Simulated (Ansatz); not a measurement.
This geometry of CH6SSn (9 atoms, charge 0, multiplicity 1) is a first-order saddle point.

All numbers below come from RKS BLYP/def2-SVP (Ansatz).

```xyz
9
Properties=species:S:1:pos:R:3
C -0.972 0.758 -0.487
Sn 0.568 -0.791 -0.288
S 1.651 -0.562 1.942
H -0.503 1.758 -0.432
H -1.714 0.650 0.326
H -1.479 0.643 -1.464
H 1.798 -0.616 -1.506
H -0.124 -2.384 -0.394
H 0.862 0.497 2.285
```

(1) Which two structures does it join? (They come from a converged band through this point; their orientation in space is the band's.)

(2) How far does it lie above each of them?

## Answers

(1) No bond is made or broken. The dihedral C1–Sn2–S3–H9 goes from 66 to -65°. The two ends are copies of one structure, up to a mirror image or an exchange of like atoms.

First end point:

```xyz
9
Properties=species:S:1:pos:R:3
C -1.005 0.818 -0.598
Sn 0.570 -0.672 -0.253
S 1.869 -0.140 1.797
H -0.545 1.819 -0.698
H -1.712 0.820 0.253
H -1.549 0.564 -1.529
H 1.766 -0.639 -1.511
H -0.113 -2.268 -0.107
H 0.807 -0.347 2.630
```

Last end point:

```xyz
9
Properties=species:S:1:pos:R:3
C -1.047 0.778 -0.570
Sn 0.451 -0.780 -0.188
S 1.196 -0.719 2.181
H -0.606 1.773 -0.372
H -1.916 0.620 0.096
H -1.372 0.723 -1.627
H 1.829 -0.582 -1.236
H -0.219 -2.372 -0.363
H 1.772 0.513 2.060
```

(2) 2.6 kJ/mol above the first and 2.6 kJ/mol above the second. This is the barrier of this one path; another mechanism may lie lower.

Run time: 110 s on 1 thread of Intel(R) Xeon(R) Processor @ 2.70GHz, with other jobs on the host, peak memory 0.13 GiB.
